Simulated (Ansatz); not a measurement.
The same atomization along the group F, Cl, Br.

Gas-phase electronic energies from Ansatz, PBE0-D4/def2-TZVP geometries. CCSD(T)/CBS adds triple-zeta CCSD(T) − MP2 to the extrapolated MP2 energy (def2 sets, frozen cores). This one scheme is used for every species, atoms too. No spin–orbit coupling; open shells (•) take unrestricted orbitals. Spin–orbit coupling would lower the free atoms: a little for Cl, F, O; clearly for Br. Elements past krypton have def2 core potentials. For Br, Cd outer-core shells are correlated without core-valence functions, so the limit isn't a true one: a few kJ/mol of doubt a bond, and 10 to 20 or more in all where bonds break to atoms. Scalar relativity is left out up to krypton. One conformer a species, not always the lowest.

(1) Order these by ΔE at CCSD(T)/CBS, lowest first. (Best estimate.)
A. `[OH][Cd][F]` → Cd (atom) + F• + H• + O•
B. `[OH][Cd][Br]` → Cd (atom) + Br• + H• + O•
C. `[OH][Cd][Cl]` → Cd (atom) + Cl• + H• + O•

Largest T1 diagnostic: 0.017, for `[OH][Cd][F]`.

Answers

(1) B (+953.6 kJ/mol), C (+979.3 kJ/mol), A (+1034.6 kJ/mol).

For atomizations the MP2-based limit and the directly extrapolated one differ by several kJ/mol either way, and by 10 to 25 for some Ge, Se and Sn compounds, so smaller differences from it don't rank the levels.
